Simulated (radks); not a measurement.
Neutral tantalum inside a hard spherical wall (all orbitals vanish at R), configuration held at [Xe] 4f14 5d3 6s2 and not refilled when levels cross. Method: scalar-relativistic Kohn-Sham, PBEsol, spin-unpolarised, spherical densities, point nucleus; computed with a radial shooting solver on a logarithmic mesh with Libxc functionals. Eigenvalues in eV, with the zero of energy where the potential of the charges vanishes at infinity; a dash marks a level that is unbound or too diffuse for the functional's potential to be trusted. A positive occupied level is held by the wall or, in an anion where self-interaction has pushed it up, behind a barrier. The pressure on the wall is -dE/dV.

R (bohr)  E (hartree)  kinetic (hartree)    e(5p)    e(4f)   e(6s)   e(5d)  e(6p, empty)  e(7s, empty)  pressure (GPa)
free      -15599.9093          17141.612  -39.416  -24.732  -5.471  -3.621        -1.364             -               0
20        -15599.9093          17141.612  -39.416  -24.732  -5.471  -3.621        -1.363             -        < 0.0001
7         -15599.8906          17141.747  -38.684  -23.976  -4.868  -2.980        -0.017         7.500            1.03
5         -15599.7146          17142.612  -35.672  -20.779  -1.623  -0.220         5.235        24.566            21.9
3.5       -15598.5905          17146.940  -27.690  -11.758  12.675   8.672        25.659        77.450             354
2.5       -15593.3898          17166.059   -9.449    9.235  62.381  32.940        88.187        213.82            4520
1.5       -15537.4039          17347.002   112.86   111.04  405.00  188.67        466.22        922.56          182000
